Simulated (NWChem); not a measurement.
Molecule: SiBiH3Cl2; SMILES [SiH3][Bi]([Cl])[Cl]

Computed with NWChem. Medium grid unless said otherwise, to which SCAN and Minnesota functionals are sensitive. The geometry was optimised at PBE0/def2-SVP. def2 effective core potentials on Bi; no spin-orbit coupling. B3LYP is NWChem's, with the RPA form of VWN correlation.

Task: Order these by “dipole (D)”, lowest first: M05-2X/def2-SVP; PBE/def2-SVP; N12/def2-SVP; LDA (Slater exchange, PW92)/def2-SVP; M06-2X/def2-SVP.

Result: LDA (Slater exchange, PW92)/def2-SVP (3.28), PBE/def2-SVP (3.46), N12/def2-SVP (3.63), M05-2X/def2-SVP (3.98), M06-2X/def2-SVP (4.21)
